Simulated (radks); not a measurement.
Neutral magnesium inside a hard spherical wall (all orbitals vanish at R), configuration held at [Ne] 3s2 and not refilled when levels cross. All-electron calculation, non-relativistic Kohn-Sham, r2SCAN, spin-polarised, spherical densities, point nucleus; meta-GGA in the generalised Kohn-Sham scheme. Program: a radial shooting solver on a logarithmic mesh with Libxc functionals. Eigenvalues in eV for spin up, with the zero of energy where the potential of the charges vanishes at infinity; a dash marks a level that is unbound or too diffuse for the functional's potential to be trusted. A positive occupied level is held by the wall or, in an anion where self-interaction has pushed it up, behind a barrier. The pressure on the wall is -dE/dV.

R (bohr)  E (hartree)  kinetic (hartree)    e(1s)    e(2s)    e(2p)   e(3s)  e(3p, empty)  e(4s, empty)  pressure (GPa)
free       -200.04431            199.691  -1266.4  -82.713  -48.171  -4.811        -1.173             -               0
20         -200.04431            199.691  -1266.4  -82.713  -48.171  -4.811        -1.173             -        < 0.0001
12         -200.04426            199.692  -1266.4  -82.707  -48.164  -4.807        -1.154         1.920        0.000860
10         -200.04385            199.696  -1266.4  -82.662  -48.120  -4.777        -1.075         2.746          0.0124
8          -200.03988            199.725  -1266.1  -82.390  -47.848  -4.589        -0.696         5.093           0.180
7          -200.03105            199.777  -1265.7  -81.968  -47.429  -4.275        -0.146         7.722           0.688
2          -194.75995            213.630  -1228.5  -54.558  -19.232  74.231        85.592        267.66            5640
